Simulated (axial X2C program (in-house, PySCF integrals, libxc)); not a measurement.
**AlGa along the bond: PBE0, spin-free**

All values were computed with an in-house all-electron X2C program for linear molecules (integrals from PySCF). Spin-free means the one-electron spin-free X2C Hamiltonian. Basis: Ga dyall-v3z [9s9p7d1f], Al dyall-v3z [8s8p2d1f] (cores contracted in-house); Gaussian nuclei, density fitting, unrestricted open shells. Masses: Ga 68.926 u, Al 26.982 u.

State: M_S = 1, Λ = 0 (beyond evenly filled blocks: π+α, π-α). Dipoles are positive if Al is the positive end.

| R (Å) | μ (D) | HOMO (eV) | LUMO (eV) | ⟨S²⟩ |
| --- | --- | --- | --- | --- |
| 2.139 | 0.072 | -5.18 | -2.89 | 2.015 |
| 2.237 | 0.068 | -5.04 | -2.96 | 2.013 |
| 2.311 | 0.059 | -4.95 | -3.01 | 2.012 |
| 2.384 | 0.043 | -4.86 | -3.05 | 2.011 |
| 2.458 | 0.023 | -4.78 | -3.08 | 2.010 |
| 2.544 | -0.007 | -4.69 | -3.11 | 2.010 |
| 2.630 | -0.041 | -4.60 | -3.13 | 2.009 |
| 2.741 | -0.089 | -4.51 | -3.15 | 2.009 |
| 2.876 | -0.151 | -4.40 | -3.16 | 2.008 |
| 3.072 | -0.237 | -4.26 | -3.15 | 2.008 |

**Question.** The minimum lies at 2.451 Å. What is the dipole moment there, and its slope?

**Answer.** At PBE0, spin-free, with the sign and origin stated: μ = 0.02 D, dμ/dR = -0.30 D/Å.

The state is one determinant with fixed occupations, lowest in a PBE0 search at one distance only: followed along the bond, the spin-free determinant M_S = 1, Λ = 1 reaches 0.03 eV lower at PBE0, at Re = 2.710 Å, so the state shown is not the lowest.
